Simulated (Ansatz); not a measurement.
`[BH2][Al]([CH3])[SiH2]F`, relaxed with RKS PBE0-D4/def2-TZVP in Ansatz from a PBE-D4/def2-SVP geometry. The force threshold is 0.005 eV/Å; the program also tests the step.

The species carries charge 0 and has multiplicity 1.

Start:

```xyz
12

B     0.045   -1.892   -1.337
Al   -0.099   -0.366    0.110
C    -0.632   -0.457    2.011
Si    0.545    1.831   -0.858
F     0.925    1.562   -2.450
H    -0.872   -2.178   -2.093
H     1.086   -2.492   -1.559
H     0.208   -0.128    2.661
H    -1.474    0.240    2.213
H    -0.939   -1.471    2.338
H    -0.547    2.880   -0.827
H     1.754    2.472   -0.210
```

(1) By how much does the energy fall, and how many steps does the optimiser take? (Estimate.)

(2) Which bonds change most? (Best estimate.)

(3) Give the relaxed structure. (Best estimate.)

## Answers

(1) The calculation gave: 6.45 kJ/mol, in 12 steps, 2 of them rejected.

(2) The calculation gave: Si4–F5 from 1.659 to 1.617 Å; B1–H6 from 1.222 to 1.200 Å; B1–H7 from 1.222 to 1.200 Å; Si4–H12 from 1.515 to 1.494 Å.

(3) Computed: 
```xyz
12

B     0.018   -1.989   -1.300
Al   -0.073   -0.354    0.035
C    -0.603   -0.440    1.922
Si    0.550    1.881   -0.843
F     0.957    1.795   -2.406
H    -0.908   -2.315   -1.992
H     1.012   -2.642   -1.460
H     0.224   -0.113    2.563
H    -1.435    0.244    2.120
H    -0.902   -1.439    2.245
H    -0.556    2.882   -0.749
H     1.717    2.489   -0.135
```
